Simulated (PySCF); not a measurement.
Computed IR spectrum (relative IR intensity) of a molecule C3H7BO2. Geometry: PBE0-D3(BJ)/def2-SVP. The values are those of a single conformer. These are PySCF with PBE0-D3(BJ)/def2-SVP values and carry that method's errors. No scaling factor is applied to the harmonic values.

ν (cm⁻¹): 182 (vw), 511 (w), 731 (vw), 858 (vw), 902 (m), 975 (vw), 1100 (w), 1113 (s), 1264 (s), 1270 (m), 1377 (s), 1415 (m), 1428 (vs), 1445 (s), 1457 (m), 1510 (m), 1515 (w), 3061 (m), 3068 (m), 3112 (vw), 3130 (m), 3153 (vw), 3184 (vw) (against the strongest line: vs over 80 %, s over 45 %, m over 15 %, w over 4 %, vw less)

Which molecule gave these data?
A. CB(O)C(C)=O
B. CB1OCCO1
C. OCB1CCO1
D. C[C@H]1CB(O)O1

B, CB1OCCO1
